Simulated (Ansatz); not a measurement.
Reaction (formal exchange of groups at the Al–N bond): `[NH2][Al]([OH])[OH]` + `CC1B[SiH2]1` → `[OH][Al]([OH])[CH]1B[SiH2]1` + CH₃NH₂

Isolated molecules relaxed with PBE0-D4/def2-TZVP in Ansatz; ΔE leaves out vibrations. CBS: MP2 limit from def2 TZ/QZ plus the TZ coupled-cluster correction, frozen cores. Functionals use def2-TZVPP. B3LYP here is the variant with VWN-RPA as its local correlation; programs differ in this. HSE06 is defined as in plane-wave codes. One conformer a species, not always the lowest.

```csv
level,ΔE (kcal/mol),difference from CCSD(T)/CBS
BLYP-D4,16.2,2.1
r2SCAN-D4,12.5,-1.6
B97M-V,12.2,-1.9
PBE0-D4,11.7,-2.4
B3LYP-D4,15.4,1.3
r2SCANh-D4,12.4,-1.7
r2SCAN0-D4,12.3,-1.8
HSE06-D4,11.7,-2.4
BHLYP-D4,14.8,0.7
CAM-B3LYP-D4,15.3,1.2
ωB97X-V,12.5,-1.6
ωB97M-V,13.0,-1.1
B2PLYP,16.0,1.9
PBE-QIDH,12.6,-1.5
PBE,12.8,-1.3
revPBE,13.2,-0.9
BLYP,17.4,3.3
r2SCAN,12.7,-1.4
PBE0,12.3,-1.8
B3LYP,16.5,2.4
r2SCANh,12.6,-1.5
r2SCAN0,12.5,-1.6
HSE06,12.3,-1.8
BHLYP,16.1,2.0
CAM-B3LYP,16.0,1.9
LC-ωPBE,11.8,-2.3
HF/def2-SVP,15.1,1.0
MP2/def2-SVP,13.4,-0.7
CCSD/def2-SVP,13.2,-0.9
CCSD(T)/def2-SVP,12.6,-1.5
HF/def2-TZVPP,16.6,2.5
MP2/def2-TZVPP,14.9,0.8
SCS-MP2/def2-TZVPP,15.4,1.3
CCSD(T)/def2-TZVPP,14.1,0.0
HF/def2-QZVPP,16.7,2.6
MP2/def2-QZVPP,15.0,0.9
SCS-MP2/def2-QZVPP,15.5,1.4
HF/CBS(def2),16.8,2.7
MP2/CBS(def2),14.9,0.8
CCSD/CBS(def2),14.6,0.5
CCSD(T)/CBS,14.1,0
```

Largest T1 diagnostic among the species: 0.014.

From BLYP to BHLYP (50 % exact exchange), in def2-TZVPP and without D4, ΔE moves by −1.3 kcal/mol. At CCSD(T), def2-SVP lies −1.5 kcal/mol from the extrapolated value and def2-TZVPP −0.0 kcal/mol.
